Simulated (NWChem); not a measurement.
System: hydrogen sulfate (HSO₄ anion); SMILES O=S([O-])(=O)O

Parts of the log:

```
             Northwest Computational Chemistry Package (NWChem) 7.3.0
             --------------------------------------------------------

                             Geometry "geometry" -> ""
                             -------------------------

 Output coordinates in angstroms (scale by  1.889725989 to convert to a.u.)

  No.       Tag          Charge          X              Y              Z
 ---- ---------------- ---------- -------------- -------------- --------------
    1 O                    8.0000    -0.06352900    -1.28764300    -0.82338600
    2 S                   16.0000     0.00602600     0.17200500     0.07637500
    3 O                    8.0000     0.05494300    -0.34240200     1.47853300
    4 O                    8.0000    -1.24422900     0.87455400    -0.29556200
    5 O                    8.0000     1.24981300     0.82650100    -0.39439400
    6 H                    1.0000     0.00911600    -1.96703900    -0.13994600

 Effective nuclear repulsion energy (a.u.)     270.0992260931

                                 NWChem DFT Module
                                 -----------------

 Summary of "ao basis" -> "ao basis" (spherical)
 ------------------------------------------------------------------------------
       Tag                 Description            Shells   Functions and Types
 ---------------- ------------------------------  ------  ---------------------
 O                        aug-cc-pvdz                9       23   4s3p2d
 S                        aug-cc-pvdz               11       27   5s4p2d
 H                        aug-cc-pvdz                5        9   3s2p

 in cosmo_initialize ...
 calling solv_data for solv:cychexan

 solvent parameters
 solvname_short: cychexan
 solvname_long:  cyclohexane
 dielec:        2.0165
 dielecinf:     2.0352
 nonaqueous SMD model solvent descriptors
 dielec:        2.0165
 sola:          0.0000
 solb:          0.0000
 solc:          0.0000
 solg:         35.4800
 solh:          0.0000
 soln:          1.4266

          ---------------
          -cosmo- solvent
          ---------------
 Cosmo: York-Karplus, doi: 10.1021/jp992097l
 dielectric constant -eps-     =   2.02
 screen = (eps-1)/(eps    )    =   0.50409
 surface charge correction     = lagrangian

   van der Waals surface
 --------------------------

 ---------- ATOMIC COORDINATES (A.U.) ------------ VDWR(ANG.) --
     1   -0.12005240   -2.43329244   -1.55597392     2.294
     2    0.01138749    0.32504232    0.14432782     2.490
     3    0.10382721   -0.64704596    2.79402224     2.294
     4   -2.35125188    1.65266742   -0.55853119     2.294
     5    2.36180411    1.56186042   -0.74529659     2.294
     6    0.01722674   -3.71716472   -0.26445959     1.200
 number of segments per atom =        128
 number of   points per atom =        128
 atom (   nspa,  nppa )
 ----------------------
    1 (     75,     0 )       0
    2 (     10,     0 )       0
    3 (     77,     0 )       0
    4 (     72,     0 )       0
    5 (     73,     0 )       0
    6 (      0,     0 )       0
 number of -cosmo- surface points =      307
 molecular surface =    144.326 angstrom**2
 molecular volume  =    146.295 angstrom**3
 -lineq- algorithm             =   0
 -bem- low  level              =   3
 -bem- from -octahedral-
 gaussian surface charge width =   4.50000
 degree of switching           =   1.00000
 switching function tolerance  =   0.00010
 atomic radii =
 --------------
    1  8.000  2.294
    2 16.000  2.490
    3  8.000  2.294
    4  8.000  2.294
    5  8.000  2.294
    6  1.000  1.200
 ...... end of -cosmo- initialization ......

 nat:                     6
 ixmem:                  2111
 calling mnsol_interface()
 G(SMD-CDS) energy (kcal/mol)  =    -1.519
 SMD-CDS SASA (angstrom**2)    =   115.875

            General Information
            -------------------
          SCF calculation type: DFT
          Wavefunction type:  closed shell.
          No. of atoms     :     6
          No. of electrons :    50
           Alpha electrons :    25
            Beta electrons :    25
          Charge           :    -1
          Spin multiplicity:     1
          Use of symmetry is: off; symmetry adaption is: off
          Maximum number of iterations: 150
          AO basis - number of functions:   128
                     number of shells:    52
          Convergence on energy requested:  1.00D-06
          Convergence on density requested:  1.00D-05
          Convergence on gradient requested:  5.00D-04

              XC Information
              --------------
                         PBE0 Method XC Functional
                     Hartree-Fock (Exact) Exchange  0.250
          PerdewBurkeErnzerhof Exchange Functional  0.750
            Perdew 1991 LDA Correlation Functional  1.000 local
           PerdewBurkeErnz. Correlation Functional  1.000 non-local

             Grid Information
             ----------------
          Grid used for XC integration:  medium
          Radial quadrature: Mura-Knowles
          Angular quadrature: Lebedev.
          Tag              B.-S. Rad. Rad. Pts. Rad. Cut. Ang. Pts.
          ---              ---------- --------- --------- ---------
          O                   0.60       49          13.0       434
          S                   1.00       88          12.0       590
          H                   0.35       45          12.0       434
          Grid pruning is: on
          Number of quadrature shells:   329
          Spatial weights used:  Erf1

      Superposition of Atomic Density Guess
      -------------------------------------

 Sum of atomic energies:        -697.04542715

 Renormalizing density from      49.00 to     50

      Non-variational initial energy
      ------------------------------

 Total energy =    -707.354183
 1-e energy   =   -1530.915308
 2-e energy   =     553.461899
 HOMO         =      -0.081817
 LUMO         =       0.163895

   convergence    iter        energy       DeltaE   RMS-Dens  Diis-err
 ---------------- ----- ----------------- --------- --------- ---------
     COSMO gas phase
 d= 0,ls=0.0,diis     1   -698.9330942279 -9.69D+02  2.43D-02  3.48D+00
 d= 0,ls=0.0,diis     2   -698.5529453655  3.80D-01  1.49D-02  7.93D+00
 d= 0,ls=0.0,diis     3   -699.2990751634 -7.46D-01  2.35D-03  2.04D-01
 d= 0,ls=0.0,diis     4   -699.3150540395 -1.60D-02  8.76D-04  3.14D-02
 d= 0,ls=0.0,diis     5   -699.3176644685 -2.61D-03  2.82D-04  5.17D-03
  Resetting Diis
 d= 0,ls=0.0,diis     6   -699.3181412280 -4.77D-04  3.20D-05  4.17D-05
 d= 0,ls=0.0,diis     7   -699.3181456004 -4.37D-06  8.13D-06  8.52D-07
 d= 0,ls=0.0,diis     8   -699.3181456078 -7.38D-09  5.07D-06  8.60D-07

   convergence    iter        energy       DeltaE   RMS-Dens  Diis-err
 ---------------- ----- ----------------- --------- --------- ---------
     COSMO solvation phase
 d= 0,ls=0.0,diis     1   -699.3632225687 -4.51D-02  5.49D-04  5.52D-04
 d= 0,ls=0.0,diis     2   -699.3633571576 -1.35D-04  1.08D-04  2.44D-04
 d= 0,ls=0.0,diis     3   -699.3633805351 -2.34D-05  4.82D-05  8.37D-05
 d= 0,ls=0.0,diis     4   -699.3633868908 -6.36D-06  1.80D-05  1.23D-05
 d= 0,ls=0.0,diis     5   -699.3633877349 -8.44D-07  4.87D-06  7.75D-07

         Total DFT energy =     -699.363387734851
      One electron energy =    -1515.578707891357
           Coulomb energy =      602.324272361062
    Exchange-Corr. energy =      -60.285884506233
 Nuclear repulsion energy =      270.099226093128

             COSMO energy =        4.077706208550

 Numeric. integr. density =       50.000003224013

                                COSMO-SMD solvation results
                                ---------------------------

             internal energy in gas <Psi(g)|H|Psi(g)> =      -699.318145607800
         internal energy in solvent <Psi(s)|H|Psi(s)> =      -699.317961496133
                               delta internal energy  =         0.000184111667 (    0.12 kcal/mol)
   total free energy in solvent <Psi(s)|H+V/2|Psi(s)> =      -699.360966867996
 polarization energy contribution <Psi(s)|V/2|Psi(s)> =        -0.043005371863 (  -26.99 kcal/mol)
    total free energy in solvent including G(SMD-CDS) =      -699.363387734851
                       G(SMD-CDS) energy contribution =        -0.002420866855 (   -1.52 kcal/mol)
     1 M fixed-concentration free energy of solvation =        -0.045242127051 (  -28.39 kcal/mol)

                       DFT Final Molecular Orbital Analysis
                       ------------------------------------

 Vector   23  Occ=2.000000D+00  E=-2.137230D-01
              MO Center= -3.3D-02, -1.3D-01,  7.5D-01, r^2= 2.3D+00
   Bfn.  Coefficient  Atom+Function         Bfn.  Coefficient  Atom+Function
  ----- ------------  ---------------      ----- ------------  ---------------
    56      0.501676  3 O  py                59      0.359015  3 O  py
    80     -0.228059  4 O  pz               103     -0.196594  5 O  pz
     7      0.192736  1 O  pz                83     -0.160734  4 O  pz
   106     -0.137904  5 O  pz                10      0.128839  1 O  pz
    62      0.112049  3 O  py                57      0.110893  3 O  pz

 Vector   24  Occ=2.000000D+00  E=-1.991220D-01
              MO Center=  4.6D-02,  2.3D-01, -3.7D-01, r^2= 2.8D+00
   Bfn.  Coefficient  Atom+Function         Bfn.  Coefficient  Atom+Function
  ----- ------------  ---------------      ----- ------------  ---------------
     5      0.340428  1 O  px               102      0.300624  5 O  py
    79     -0.283026  4 O  py                 8      0.245403  1 O  px
   105      0.229698  5 O  py               103      0.226052  5 O  pz
    82     -0.217132  4 O  py                80     -0.184784  4 O  pz
   106      0.157804  5 O  pz                78     -0.155083  4 O  px

 Vector   25  Occ=2.000000D+00  E=-1.794278D-01
              MO Center=  2.5D-02,  4.5D-01,  2.4D-01, r^2= 2.7D+00
   Bfn.  Coefficient  Atom+Function         Bfn.  Coefficient  Atom+Function
  ----- ------------  ---------------      ----- ------------  ---------------
    55      0.379300  3 O  px                58      0.284435  3 O  px
    80      0.283120  4 O  pz               103     -0.270258  5 O  pz
    83      0.212074  4 O  pz               101     -0.205800  5 O  px
   106     -0.202262  5 O  pz                78     -0.190812  4 O  px
   102      0.187586  5 O  py                79     -0.178786  4 O  py

 Vector   26  Occ=0.000000D+00  E= 6.360659D-02
              MO Center=  2.8D-02, -2.5D+00, -3.1D-02, r^2= 1.1D+01
   Bfn.  Coefficient  Atom+Function         Bfn.  Coefficient  Atom+Function
  ----- ------------  ---------------      ----- ------------  ---------------
   122      1.982499  6 H  s                 28     -1.361575  2 S  s
    39      0.734272  2 S  py               121      0.482934  6 H  s
    12      0.366062  1 O  py                27      0.331308  2 S  s
     3     -0.233676  1 O  s                 54      0.204848  3 O  s
     4     -0.199428  1 O  s                 76     -0.127817  4 O  s

 Vector   27  Occ=0.000000D+00  E= 1.119348D-01
              MO Center=  7.6D-03,  1.1D+00,  1.8D-01, r^2= 1.3D+01
   Bfn.  Coefficient  Atom+Function         Bfn.  Coefficient  Atom+Function
  ----- ------------  ---------------      ----- ------------  ---------------
    28      5.361037  2 S  s                 77     -2.097320  4 O  s
   100     -2.046341  5 O  s                 39      1.373165  2 S  py
    54     -1.195916  3 O  s                 27      1.175347  2 S  s
   122     -0.811574  6 H  s                 84     -0.589172  4 O  px
   107      0.575141  5 O  px                62     -0.435226  3 O  py

 Vector   28  Occ=0.000000D+00  E= 1.207915D-01
              MO Center= -2.5D-02,  1.1D-01,  1.3D-01, r^2= 1.5D+01
   Bfn.  Coefficient  Atom+Function         Bfn.  Coefficient  Atom+Function
  ----- ------------  ---------------      ----- ------------  ---------------
    40      2.309389  2 S  pz                54     -1.813298  3 O  s
    38      1.580827  2 S  px                77      1.555855  4 O  s
     4      0.678559  1 O  s                 37      0.618096  2 S  pz
   109     -0.471111  5 O  pz                35      0.428100  2 S  px
   100     -0.419798  5 O  s                 12      0.395498  1 O  py

     Multipole analysis of the density
     ---------------------------------

     L   x y z        total         alpha         beta         nuclear
     -   - - -        -----         -----         ----         -------
     0   0 0 0     -1.000000    -25.000000    -25.000000     49.000000

     1   1 0 0      0.009596     -0.072223     -0.072223      0.154043
     1   0 1 0     -1.068831     -1.812929     -1.812929      2.557028
     1   0 0 1     -0.019619     -0.769084     -0.769084      1.518550

     2   2 0 0    -33.759676    -61.407811    -61.407811     89.055945
     2   1 1 0     -0.062816     -0.140652     -0.140652      0.218489
     2   1 0 1      0.009074     -0.125921     -0.125921      0.260916
     2   0 2 0    -28.397402    -67.993771    -67.993771    107.590139
     2   0 1 1      0.368631     -0.247159     -0.247159      0.862948
     2   0 0 2    -33.508920    -61.336230    -61.336230     89.163541
```

Level: PBE0/aug-cc-pVDZ, SMD on the gas-phase geometry. All runs use the structure optimised with B3LYP/def2-SVPD. No frequency run checked for a minimum. Solvent: cyclohexane.

Problem. Write an input that gives this output.

Solution. One answer among several that fit: the input that was run:
```
start job
memory heap 200 mb stack 900 mb global 1100 mb
charge -1
geometry units angstroms noautosym nocenter noautoz
  O     -0.063529    -1.287643    -0.823386
  S      0.006026     0.172005     0.076375
  O      0.054943    -0.342402     1.478533
  O     -1.244229     0.874554    -0.295562
  O      1.249813     0.826501    -0.394394
  H      0.009116    -1.967039    -0.139946
end
basis spherical
  O library aug-cc-pvdz
  S library aug-cc-pvdz
  H library aug-cc-pvdz
end
dft
  xc pbe0
  iterations 150
end
cosmo
  do_cosmo_smd true
  solvent cychexan
end
task dft energy
```
